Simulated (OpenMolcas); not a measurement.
## C4H12Ge (SMILES CC(C)C[GeH3]): the vertical ionisation energy from total energies

C4H12Ge has 17 atoms, charge 0, and is taken as a singlet. SMILES: `CC(C)C[GeH3]`. Geometry: relaxed at PBE0-D4/def2-TZVP. This is one conformer, not always the lowest.

```xyz
17

C    -1.0653    0.0170    1.1524
C     0.3405   -0.1223    0.5863
C     1.0254   -1.3591    1.1528
C     0.3399   -0.1647   -0.9407
Ge   -0.3578    1.4422   -1.8252
H    -1.5527    0.9373    0.8205
H    -1.0492    0.0267    2.2449
H    -1.6932   -0.8222    0.8358
H     0.9197    0.7559    0.9006
H     0.4795   -2.2649    0.8702
H     2.0471   -1.4557    0.7772
H     1.0692   -1.3239    2.2448
H     1.3593   -0.3106   -1.3113
H    -0.2434   -1.0234   -1.2918
H     0.0409    1.4372   -3.3126
H    -1.8929    1.5289   -1.7427
H     0.2329    2.7018   -1.1613
```

Both states at this one shape; open shells run unrestricted unless said. 1 Eh = 27.2114 eV.

| level | program | singlet C4H12Ge (Eh) | doublet C4H12Ge+ (Eh) | HOMO of the first (eV) |
| --- | --- | --- | --- | --- |
| BLYP/6-31G* (spherical functions) | OpenMolcas | -2236.280850 | -2235.930259 | -6.66 |
| r2SCAN/6-31G* (spherical functions) | OpenMolcas | -2236.228179 | -2235.865938 | -7.12 |

Q: Work out the vertical ionisation energy at each level.

A: 
1. BLYP/6-31G* (spherical functions): -2235.930259 − (-2236.280850) = 0.350591 Eh = 9.54 eV; −ε(HOMO) = 6.66 eV.
2. r2SCAN/6-31G* (spherical functions): -2235.865938 − (-2236.228179) = 0.362241 Eh = 9.86 eV; −ε(HOMO) = 7.12 eV.

No measured value is set beside it here; the levels span 9.54 to 9.86 eV. In semi-local functionals −ε(HOMO) lies far under the ionisation energy, a result of self-interaction, while the difference of totals does much better. All-electron rows are non-relativistic unless named.
